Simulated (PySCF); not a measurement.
C2H3AlBrCl, SMILES C=[CH][Al]([Cl])[Br].

Coordinates come from a PBE0-D3(BJ)/def2-SVP optimisation. The structure was generated by enumeration; whether it is a known compound was not checked. Other conformers were not sampled.

Calculation: PBE0-D3(BJ)/def2-SVP in PySCF 2.14.0.

Frequencies are harmonic and unscaled.

Q: List the normal modes with their intensities. (Estimate from the structure and the level; the computed values follow.)

A: 
```tsv
mode	ν (cm⁻¹)	IR (km/mol)	moving atoms (share of kinetic energy)
1	76	0.6	C 49 %, H 29 %, Al 14 %, Cl 9 %
2	93	0.8	C 47 %, Br 22 %, H 17 %, Cl 9 %
3	128	6.1	Cl 50 %, Br 25 %, Al 13 %, C 11 %
4	195	14.1	Al 59 %, H 26 %, C 8 %
5	288	4.2	C 56 %, Cl 22 %, H 16 %
6	355	21.2	Al 28 %, Br 28 %, C 22 %, Cl 14 %
7	468	47.2	H 65 %, C 28 %
8	581	167.3	Al 67 %, Cl 24 %
9	693	116.9	Al 47 %, C 37 %, H 13 %
10	992	12.9	H 88 %, C 12 %
11	1017	25.0	H 72 %, C 28 %
12	1051	14.5	H 93 %
13	1261	3.3	H 71 %, C 29 %
14	1418	25.6	H 82 %, C 18 %
15	1661	20.0	C 84 %, H 16 %
16	3128	12.6	H 95 %
17	3159	2.3	H 92 %, C 8 %
18	3224	4.0	H 89 %, C 11 %
```
